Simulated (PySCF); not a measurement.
AlF2Br, SMILES [F][Al]([F])[Br]. Geometry optimised at B3LYP-D3(BJ)/def2-SVP.

TDA-ωB97X/def2-SVPD run with PySCF puts the lowest singlet excitations at 6.76, 6.89, 7.50, 7.95, 8.87, 9.21 eV.

Q: What are the lowest excitation roots from PySCF with ADC(2)/aug-cc-pVDZ? (An estimate is asked for; the answer gives what the named calculation found.)

A: 6.84, 6.98, 7.66, 8.04, 8.72, 8.85 eV. S1 differs by 0.08 eV (second minus first; roots are paired by order, and the bases may differ).
